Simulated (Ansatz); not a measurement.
## Ag⁺ ··· BF$_{3}$

The pair of Ag⁺ (SMILES [Ag+], atom 1) and BF$_{3}$ (SMILES FB(F)F, atoms 2–5), both closed shells, in one local arrangement (a lower one may exist), relaxed at PBE0-D4/def2-TZVP:

Ag1  (0.153, 0.012, -2.424)
F2  (-0.122, -0.007, 1.930)
B3  (-0.041, -0.003, 0.651)
F4  (-0.086, 1.109, -0.080)
F5  (0.096, -1.110, -0.076)
(Å)

Computed with Ansatz 0.2.0 (basis: def2-TZVPPD, with def2-QZVPPD for the basis limit); correlated methods freeze the cores. Filled d shells of the heavier atoms are correlated. Core potentials replace the inner electrons of the atoms past krypton. B3LYP uses VWN-RPA correlation. Extrapolation: Hartree–Fock as exp(−7.88 √X), correlation as X^−2.97. Interaction energies count from these two fragments, frozen as in the pair, with the counterpoise correction; negative means bound.

(1) What is the interaction energy by CCSD(T) at an estimated basis limit (MP2 extrapolated from triple and quadruple zeta, plus CCSD(T) − MP2 in triple zeta)? (An estimate is asked for; the value comes from the calculation.)

No T1 diagnostic of these runs exceeds 0.013.

Answers

(1) By the calculation: -49.4 kJ/mol. Hartree–Fock alone gives -26.5 kJ/mol at the basis limit. It counts from the two fragments frozen as in the pair.

The same quantity by other methods in triple zeta, and each one's difference from that estimate:
| method | E_int (kJ/mol) | difference |
| --- | --- | --- |
| PBE-D4 | -58.9 | -9.5 |
| revPBE-D4 | -53.7 | -4.3 |
| BLYP-D4 | -60.4 | -11.0 |
| r2SCAN-D4 | -63.3 | -13.9 |
| B97M-V | -59.2 | -9.7 |
| PBE0-D4 | -51.1 | -1.7 |
| B3LYP-D4 | -55.1 | -5.6 |
| HSE06-D4 | -50.9 | -1.4 |
| wB97X-V | -49.6 | -0.2 |
| wB97M-V | -50.2 | -0.7 |
| B2PLYP | -45.7 | 3.7 |
| HF | -25.8 | 23.6 |
| MP2 | -43.3 | 6.1 |
| CCSD | -40.7 | 8.7 |
| CCSD(T) | -43.3 | 6.1 |
Differences are method less estimate.

Energy to bend the free fragments (PBE0-D4 minima) into their shapes in the pair, CCSD(T)/def2-TZVPPD: BF$_{3}$ 7.0 kJ/mol. This must be added to the interaction energy to get the binding energy from relaxed fragments.

Basis-set superposition shift (counterpoise-corrected less uncorrected): CCSD(T) 7.5; MP2 7.0; HF 0.3; PBE0-D4 0.4; wB97M-V 0.4 kJ/mol.

For scale, one of the runs: CCSD(T)/def2-TZVPPD, 213 basis functions, launched by `ansatz run in.yaml --threads 4 --pin off --events-out ev --progress --plain --max-ram 9574MiB`. Time: 2.8 min of wall clock on 4 CPU threads of an Arm Neoverse V2; the host was shared. Peak host memory: 4 GiB.
